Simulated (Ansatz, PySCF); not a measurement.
Molecule: C2H7BN, net charge 0, doublet state. SMILES: CC[B]N
Geometry from a B3LYP-D3(BJ)/def2-TZVP (Ansatz, a first-principles code) optimisation:
```xyz
11

C     -1.8041     0.4242    -0.3330
C     -0.5876    -0.5019    -0.1871
B      0.6229     0.1088     0.5915
N      1.9616     0.0279     0.2637
H     -1.5472     1.3295    -0.8868
H     -2.6200    -0.0694    -0.8649
H     -2.1759     0.7352     0.6445
H     -0.2605    -0.8434    -1.1815
H     -0.8928    -1.4082     0.3507
H      2.6974     0.4272     0.8222
H      2.3037    -0.4437    -0.5668
```
Charge 0, spin multiplicity 2.

Quantity: enthalpy of formation at 298 K, in kcal/mol. Conventions: frozen cores in correlated levels; UHF or UKS for open shells; no spin-orbit coupling; 6-311+G** with 5d; LANL2DZ all-electron up to Ne; 6-31G* and kin with 6d, 5d where marked; no dispersion term unless named; non-relativistic. CBS marks a two-point X^-3 extrapolation of the correlation energy; Hartree-Fock from the larger set. Ab initio and DFT rows: single points at B3LYP-D3(BJ) geometries (Ansatz), with unscaled harmonic terms from B3LYP/6-31G* (Ansatz) at its own minima, enthalpies of formation by atomisation with measured atoms.

Coupled cluster (Ansatz) is a level with limits of its own, used here on species with T1 under 0.025 (0.045 for open shells) and stable references: CCSD(T)/CBS(cc-pVTZ,cc-pVQZ).

Value to compare with, CCSD(T)/CBS(cc-pVTZ,cc-pVQZ) (Ansatz): 20.3 kcal/mol.

| level | program | enthalpy of formation at 298 K (kcal/mol) | difference |
|---|---|---|---|
| HF/6-31G* | Ansatz | 270.4 | 250.1 |
| SVWN5/6-31G* | Ansatz | -117.3 | -137.6 |
| PBE/LANL2DZ | Ansatz | 16.0 | -4.3 |
| B3LYP/6-31G | Ansatz | 36.6 | 16.3 |
| B3LYP/6-31G* | Ansatz | 21.4 | 1.1 |
| B3LYP/6-31G** | Ansatz | 12.0 | -8.3 |
| B3LYP/cc-pVDZ | Ansatz | 32.0 | 11.7 |
| M06-2X/6-311+G** | PySCF | 19.5 | -0.8 |
| MP2/STO-3G | Ansatz | 12.6 | -7.7 |
| MP2/LANL2DZ | Ansatz | 164.0 | 143.7 |
| r2SCAN-D4/def2-TZVPD | Ansatz + dftd4 | 11.2 | -9.1 |
| B3LYP-D3(BJ)/def2-TZVPD | Ansatz + dftd3 | 9.8 | -10.5 |
| wB97M-V/def2-TZVPD | Ansatz | 14.5 | -5.8 |

Among the 10 habitual levels, HF/6-31G* lies farthest from CCSD(T)/CBS(cc-pVTZ,cc-pVQZ) (Ansatz) (250.1 kcal/mol); 5 of 10 lie above it, and their mean absolute difference is 58.2 kcal/mol, the median 10.0. One case shows no general order.

The levels are drawn from those run, B3LYP/6-31G* more often than the rest, none by its result; left out are runs that failed, that the program found above a lower state of the same kind, or whose <S^2> lies over 0.5 above the pure value.
